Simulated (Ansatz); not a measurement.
H₂O₄S, triplet, at a GFN2-xTB geometry (a higher spin typed on purpose: for a closed-shell molecule this is an excited state); PBE0/aug-cc-pVDZ run with Ansatz (a program for electronic structure).

Here is a job for Ansatz.
Ansatz 0.2 input:
```yaml
crystal:
  periodic: [false, false, false]
  atoms:
    - {symbol: O, position_ang: [-0.13307246, 1.81684757, 0.23011247]}
    - {symbol: S, position_ang: [-0.31393379, -0.30843444, 0.09477987]}
    - {symbol: O, position_ang: [-0.75687588, -0.61418215, -1.23743200]}
    - {symbol: O, position_ang: [0.00619614, -1.38839378, 1.00892756]}
    - {symbol: O, position_ang: [1.30976951, 0.46067151, -0.18712793]}
    - {symbol: H, position_ang: [-0.21362264, 2.18930983, -0.65175740]}
    - {symbol: H, position_ang: [1.82842473, 0.54609589, 0.61943872]}
basis:
  gaussian:
    orbitals: aug-cc-pVDZ
hamiltonian:
  xc: pbe0
magnetization: {spin_polarized: true, initial_magnetization: 2}
output: {forces: true}
```

The log (banner, timings and long lists left out):

```
Functional definition: PBE0
1215 factors; their error is unknown
mean field evaluation 1: about -19028.8817 eV, gradient 5.4e1 eV
mean field evaluation 2: about -19009.2945 eV, gradient 9.1e1 eV
mean field evaluation 4: about -19039.0673 eV, gradient 6.9e0 eV
mean field evaluation 8: about -19039.2462 eV, gradient 1.5e-1 eV
mean field evaluation 16: about -19039.3524 eV, gradient 2.5e-3 eV
mean field -19039.35242205 eV, -699.6832961738 hartree, gradient 7.6e-5 eV, S^2 2.013795; 0 other end points of the search recorded, 0 dependent functions left out
the calculation of the forces begins
reference -19039.35246113 eV, -699.6832976099 hartree; 26, 24 occupied and 111, 113 virtual orbitals, 1215 factors
Total energy: -19039.35246113 eV, -699.6832976099 hartree
Atom 0 at    -0.133072     1.816848     0.230112 Å, force    -0.468213     1.240779     1.095976 eV/Å
Atom 1 at    -0.313934    -0.308434     0.094780 Å, force     1.104614     1.213418     0.903592 eV/Å
Atom 2 at    -0.756876    -0.614182    -1.237432 Å, force    -0.744245    -0.246792    -2.428798 eV/Å
Atom 3 at     0.006196    -1.388394     1.008928 Å, force     0.373601    -1.673235     1.688790 eV/Å
Atom 4 at     1.309770     0.460672    -0.187128 Å, force    -0.217058    -0.567280    -1.054830 eV/Å
Atom 5 at    -0.213623     2.189310    -0.651757 Å, force     0.068752     0.105045    -0.761275 eV/Å
Atom 6 at     1.828425     0.546096     0.619439 Å, force    -0.117452    -0.071935     0.556546 eV/Å
Dipole moment:     0.199819     0.546041     0.091522 e Å
```
